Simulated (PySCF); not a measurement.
Compound: C6H14N (doublet state).
Atom-mapped SMILES: `[CH2:1][CH2:2][CH2:3][NH:4][CH:5]([CH3:6])[CH3:7]` (hydrogens: H8, H9 on C1; H10, H11 on C2; H12, H13 on C3; H14 on N4; H15 on C5; H16, H17, H18 on C6; H19, H20, H21 on C7)

Geometry (GFN2-xTB, Å), atoms numbered from 1 in this order:
```
atom  x, y, z in Å
C1     3.5265    0.2370   -0.3785
C2     2.2311   -0.3067   -0.8101
C3     1.0506    0.2450    0.0020
N4    -0.1636   -0.4516   -0.3699
C5    -1.3385   -0.1800    0.4402
C6    -2.4075   -1.2140    0.0889
C7    -1.9009    1.2390    0.2763
H8     4.3224    0.3885   -1.0798
H9     3.7166    0.4161    0.6614
H10    2.0735   -0.1124   -1.8749
H11    2.2069   -1.4015   -0.6875
H12    0.9984    1.3373   -0.1459
H13    1.2273    0.0595    1.0658
H14   -0.3780   -0.2771   -1.3478
H15   -1.0388   -0.3220    1.4861
H16   -2.7466   -1.0718   -0.9352
H17   -3.2611   -1.1188    0.7548
H18   -1.9970   -2.2155    0.1801
H19   -2.1715    1.4172   -0.7636
H20   -2.7893    1.3636    0.8902
H21   -1.1695    1.9852    0.5781
```

The hyperfine couplings belong to this conformer and change with its torsions.

Method: PySCF 2.14.0, UKS B3LYP, pcH-1 on C H N, non-relativistic, mean-field spin-orbit, GIAO. Isolated species at its GFN2-xTB geometry (one conformer only). GFN2-xTB frequencies show an imaginary mode (44i cm⁻¹), so this geometry is no minimum at that level. The geometry wasn't refined by DFT: couplings that depend on bond lengths, twists or pyramidal angles can differ widely from those at the functional's own minimum. Stability of the SCF solution: not tested.

Question: What are g_iso and the isotropic 13C coupling of C1?

Answer: g_iso = 2.00263 and a = +88.44 MHz, or +3.155 mT (Mulliken spin population +1.08). 13C makes up about 1.07 % of the natural element, so this concerns labelled samples or satellites.

Question: Take this nucleus alone (I = 1/2, g_N = 1.4048) with S = 1/2. Where do its 2 lines fall at 9.512 GHz to first order, to second order and exactly?

Answer: First order: B = B0 − a·mI with B0 = 339.359 mT. Second order subtracts a²[I(I+1) − mI²]/(2B0). The exact fields come from the Breit–Rabi levels of H = g μB B Sz − g_N μN B Iz + a S·I.

```
  mI  first order (mT)  second order (mT)  exact (mT)  exact − first order
−1/2           340.937            340.930     340.930               -0.007
+1/2           337.782            337.774     337.774               -0.007
```

Question: Someone takes the midpoint and the distance of the outer exact lines at face value. What g and a result?

Answer: Their midpoint, 339.352 mT, gives an apparent g of 2.00267 (true 2.00263), and their distance over 2I an apparent |a| of 3.155 mT (true 3.155).

Other couplings of abundant isotopes, left aside here: 2 × 1H 96 MHz, 2 × 1H 63 MHz, 2 × 1H 3 MHz.

Means are taken over nuclei equivalent by connectivity, which assumes that they swap fast. The 1H value of +96.2 MHz is a mean of couplings from 28.6 to 163.8 MHz in this one geometry, not an average over conformers.
